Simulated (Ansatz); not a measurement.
CsCl, SMILES [Cl][Cs].

The structure is a stationary point at B3LYP-D3(BJ)/def2-TZVPD. The def2 effective core potentials stand for the cores of Cs; spin–orbit coupling is left out.

Two levels are set side by side: PBE/def2-TZVPD (Ansatz, an electronic-structure program) and ωB97X-V/def2-TZVPD (Ansatz). Energy differences of separate SCF runs at the same geometry; the states with an electron removed or added have multiplicity 2 and 2. Differences are taken from unrounded values.

```csv
quantity,PBE
vertical ionisation energy (eV),8.57
vertical electron affinity (eV),0.49
vertical singlet–triplet gap (eV),4.75
```

Q: These are the PBE values. What does ωB97X-V give? (An estimate is asked for; the answer gives what the named calculation found.)

A: 
```json
[
 {"quantity": "vertical ionisation energy (eV)", "ωB97X-V": "8.48", "PBE minus ωB97X-V": "0.10"},
 {"quantity": "vertical electron affinity (eV)", "ωB97X-V": "0.34", "PBE minus ωB97X-V": "0.15"},
 {"quantity": "vertical singlet–triplet gap (eV)", "ωB97X-V": "4.99", "PBE minus ωB97X-V": "-0.23"}
]
```
